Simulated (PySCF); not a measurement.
# Radial density of Os(2+) (osmium, charge +2)

UHF, [Xe] 4f14 5d5 6s1, high-spin 7S determinant (an excited configuration). All numbers are calculated (PySCF 2.14, a scalar-relativistic core potential, in aug-cc-pwCVDZ-PP with ECP60MDF (6s6p5d3f, 70 functions)). This is the valence pseudo-density: the core potential removes the inner electrons and smooths the orbitals near the nucleus.

```json
{"r (bohr)": "0.130", "4πr²ρ (e/bohr)": "4.408e-05", "4πr²(ρα − ρβ)": "0.0000"}
{"r (bohr)": "0.218", "4πr²ρ (e/bohr)": "0.0005306", "4πr²(ρα − ρβ)": "0.0001"}
{"r (bohr)": "0.366", "4πr²ρ (e/bohr)": "0.05409", "4πr²(ρα − ρβ)": "0.0067"}
{"r (bohr)": "0.616", "4πr²ρ (e/bohr)": "3.310", "4πr²(ρα − ρβ)": "0.3622"}
{"r (bohr)": "1.04", "4πr²ρ (e/bohr)": "12.80", "4πr²(ρα − ρβ)": "2.9885"}
{"r (bohr)": "1.74", "4πr²ρ (e/bohr)": "5.146", "4πr²(ρα − ρβ)": "3.2431"}
{"r (bohr)": "2.93", "4πr²ρ (e/bohr)": "0.8454", "4πr²(ρα − ρβ)": "0.8236"}
{"r (bohr)": "4.93", "4πr²ρ (e/bohr)": "0.02569", "4πr²(ρα − ρβ)": "0.0257"}
{"r (bohr)": "8.30", "4πr²ρ (e/bohr)": "5.938e-05", "4πr²(ρα − ρβ)": "0.0001"}
```

Energies and moments cover only the electrons outside the core potential. Spin-orbit coupling, which splits the p, d and f shells strongly at this Z, is absent.
